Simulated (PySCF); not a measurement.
**Computed properties of B(F)(H)(OSiH3) (BFH₄OSi), SMILES B(F)O[SiH3]**

BFH4OSi, SMILES FBO[SiH3]. Geometry: TPSSh-D3(BJ)/def2-SVP. The values are those of a single conformer. All values are computed for the isolated molecule unless a solvent is named; none is compared with measurement here.

**Structure.** The optimised structure has Cs symmetry. All 18 harmonic modes at TPSSh-D3(BJ)/def2-SVP (PySCF) are real, so it is a minimum. With heavy atoms numbered as in [BH:1]([F:2])[O:4][SiH3:5], the shortest bond between them is B1–F2 at 1.339 Å and the longest O4–Si5 at 1.691 Å.

**Vibrations.** The strongest infrared lines (harmonic, unscaled, degenerate partners summed) lie at 1436 cm⁻¹ (596 km/mol, B 65 %, O 24 %), 984 cm⁻¹ (360 km/mol, H 90 %, Si 9 %), 2700 cm⁻¹ (169 km/mol, H 91 %, B 9 %). The softest mode is at 55 cm⁻¹ and the zero-point energy is 28.9 kcal/mol.

**Electronic structure.** HF/def2-TZVPD (PySCF) places the frontier levels at -13.05 and 1.44 eV, a gap of 14.49 eV, and gives a dipole moment of 0.99 D and a mean polarisability of 40.7 bohr³.

**Excitations.** TDA-M06-2X/def2-SVPD (PySCF) has S1 at 8.14 eV (152 nm, f = 0.006, weak); the most intense of the 10 singlets computed lies at 9.07 eV (f = 0.15). T1 (TDA) is at 7.64 eV, 0.50 eV under S1. No vertical singlet excitation falls in the visible range (under 3.1 eV).

**NMR.** GIAO shifts at HF/pcSseg-1 (PySCF) (non-relativistic, atoms alike by connectivity averaged): ¹H from 4.3 to 4.8 ppm against TMS; ²⁹Si at -39.2 ppm against TMS; ¹⁹F at -51.5 ppm against CFCl3; ¹¹B at 12.9 ppm against BF3.
